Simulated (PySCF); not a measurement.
Compound: Ge₂H₁₁NSi₂.
Geometry (PBE0-D3(BJ)/def2-SVP, Å), atoms numbered from 1 in this order:
```xyz
16
Ge2H11NSi2 angstrom
Si    -1.9712    0.6712    1.0937
N     -1.8114    0.2748   -0.5937
Si    -0.5186   -0.4980   -1.4760
Ge     1.1598   -1.3030    0.0095
Ge     2.2765    0.5483    1.1069
H     -3.3804    0.4347    1.5342
H     -1.0492   -0.2127    1.8657
H     -1.6301    2.0938    1.4134
H     -2.5739    0.6081   -1.1799
H      0.1625    0.4544   -2.4145
H     -1.0560   -1.6133   -2.3192
H      0.6006   -2.2887    1.0529
H      2.2008   -2.0675   -0.8347
H      2.9589    0.0976    2.4115
H      3.3457    1.1323    0.1651
H      1.2684    1.6636    1.4428
```

Computed with PySCF at CAM-B3LYP/def2-SVPD, non-relativistic, on one gas-phase PBE0-D3(BJ)/def2-SVP geometry that isn't relaxed in the solvent. The solvent is an IEF-PCM continuum (Bondi radii, 1.10 Å for H, scaled by 1.2), and excitations are vertical TDDFT with non-equilibrium linear response and a frozen core. The model holds no explicit solvent molecules, cavitation or dispersion. Spin–orbit coupling is left out although an atom past zinc is present.

Gas-phase singlets (H = HOMO, L = LUMO):

| state | E (eV) | λ (nm) | f | leading configurations |
| --- | --- | --- | --- | --- |
| S1 | 6.035 | 205 | 0.001 | H→L 70%, H→L+1 14% |
| S2 | 6.597 | 188 | 0.106 | H-1→L 67%, H→L 11% |
| S3 | 6.895 | 180 | 0.058 | H→L+2 25%, H-1→L+2 25% |
| S4 | 7.002 | 177 | 0.145 | H→L+1 44%, H-1→L+1 14% |
| S5 | 7.053 | 176 | 0.064 | H-1→L+2 35%, H-1→L+1 31% |

**Question.** Give the list for acetone (ε = 20.49), n² = 1.85.

**Answer.** 
```
state  E (eV)  λ (nm)      f    leading configurations  change by rank (eV)
   S1   6.096     203  0.002        H→L 58%, H→L+1 32%               +0.061
   S2   6.609     188  0.254                 H-1→L 72%               +0.012
   S3   6.864     181  0.121    H-1→L+2 23%, H→L+2 18%               -0.031
   S4   6.954     178  0.175    H-1→L+1 30%, H→L+1 26%               -0.048
   S5   7.014     177  0.038  H-1→L+2 28%, H-1→L+1 22%               -0.039
```

**Question.** How do the frontier levels move from gas to acetone?

**Answer.** 
```tsv
orbital	gas (eV)	solvent (eV)	change (eV)	Löwdin shares, gas	Löwdin shares, solvent
LUMO+2	0.86	0.97	+0.11	Ge4 22 %, Ge5 22 %, Si3 10 %, H12 9 %	Ge4 22 %, Ge5 22 %, Si3 9 %, H12 9 %
LUMO+1	0.77	0.91	+0.14	Ge5 22 %, Ge4 16 %, Si3 11 %, H16 7 %	Ge4 16 %, Ge5 15 %, Si3 14 %, Si1 10 %
LUMO	0.46	0.64	+0.18	Si3 20 %, Si1 11 %, Ge4 10 %, Ge5 10 %	Ge5 18 %, Si3 17 %, Ge4 12 %, Si1 8 %
HOMO	-8.87	-8.69	+0.18	N2 44 %, Si3 13 %, Si1 9 %, H10 8 %	N2 48 %, Si3 12 %, Si1 10 %, H10 7 %
HOMO-1	-8.96	-8.83	+0.13	Ge4 26 %, Ge5 20 %, Si3 18 %, N2 10 %	Ge4 29 %, Ge5 22 %, Si3 19 %, H11 8 %
HOMO-2	-9.75	-9.63	+0.12	Ge4 33 %, Ge5 15 %, Si3 13 %, H12 10 %	Ge4 33 %, Ge5 15 %, Si3 13 %, H13 10 %
HOMO-3	-10.56	-10.45	+0.11	Ge4 26 %, Ge5 18 %, H13 15 %, H12 14 %	Ge4 27 %, Ge5 16 %, H13 15 %, H12 15 %
```

The HOMO–LUMO gap goes from 9.33 to 9.34 eV.

On one thread, Intel Xeon 6975P-C (x86_64), shared host with 192 logical CPUs at a one-minute load of 97, this took 51 s wall and 1.4 GiB of memory at its peak. This is the whole response run at CAM-B3LYP/def2-SVPD in acetone, SCF included.
